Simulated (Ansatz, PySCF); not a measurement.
This Ansatz (an electronic-structure program) input computes a SVWN5/def2-TZVPD energy:

Ansatz 0.2 input:
```yaml
crystal:
  periodic: [false, false, false]
  atoms:
    - {symbol: Si, position_ang: [-0.61958267, 0.64186618, 0.77921080]}
    - {symbol: Br, position_ang: [0.66414141, -0.66287452, -0.32448800]}
    - {symbol: F, position_ang: [-1.61897689, 1.57938686, 0.04979212]}
basis:
  gaussian:
    orbitals: def2-TZVPD
hamiltonian:
  xc: {name: SVWN5}
total_charge: 1
magnetization: {spin_polarized: true, initial_magnetization: 1}
output: {forces: true}
```

Task: Write an input for the same energy in PySCF and say what it gives.

Result: 
```python
from pyscf import gto, scf, dft

mol = gto.M(
    atom='''
    Si   -0.61958267    0.64186618    0.77921080
    Br    0.66414141   -0.66287452   -0.32448800
    F    -1.61897689    1.57938686    0.04979212
    ''',
    basis='def2-tzvpd',
    charge=1,
    spin=1,
    verbose=4,
)

mf = dft.UKS(mol, xc='svwn').density_fit(auxbasis='def2-universal-jkfit')
mf.grids.level = 3
mf.conv_tol = 1e-9
mf.max_cycle = 100
mf.max_memory = 1500
mf.kernel()
if not mf.converged:
    mf = mf.newton()
    mf.kernel(mf.make_rdm1())
for _ in range(2):
    mo, _, stable, _ = mf.stability(return_status=True)
    if stable:
        break
    mf.kernel(mf.make_rdm1(mo, mf.mo_occ))
mf.analyze()
```
It gives -2957.94655 Eh, and Ansatz -2957.94651 Eh, a difference of 0.04 mEh, from the treatment of integrals and grids.
